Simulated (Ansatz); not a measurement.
C2H6AlFOSi can be A, `C[SiH]1C[O][Al]1[F]`, or B, `C=C([SiH3])[O][AlH][F]`.

Calculated with Ansatz (gas phase, PBE0-D4/def2-TZVP geometries, no zero-point term in ΔE). CCSD(T)/CBS adds triple-zeta CCSD(T) − MP2 to the extrapolated MP2 energy (def2 sets, frozen cores). DFT in def2-TZVPP. B3LYP here is the variant with VWN-RPA as its local correlation; programs differ in this. One conformer a species, not always the lowest.

Task: Which isomer does CCSD(T)/CBS put lower? Give the gap. (Best estimate.)

Result: Ansatz gave: A, by 52.1 kJ/mol.

Task: Give E(B) − E(A) in kJ/mol with CCSD(T)/def2-TZVPP, HF/def2-TZVPP, PBE-D4, CCSD/def2-TZVPP, B3LYP, PBE0-D4, B3LYP-D4. (Best estimate.)

Result: Ansatz gave: CCSD(T)/def2-TZVPP 51.0, HF/def2-TZVPP 8.1, PBE-D4 74.1, CCSD/def2-TZVPP 47.7, B3LYP 41.3, PBE0-D4 74.0, B3LYP-D4 39.4. None reverses the order clearly.

Largest T1 diagnostic: 0.014.

In def2-TZVPP, CCSD(T) changes the Hartree–Fock value by +42.9 kJ/mol (the triples alone add +3.3 kJ/mol) and MP2 by +47.8 kJ/mol.
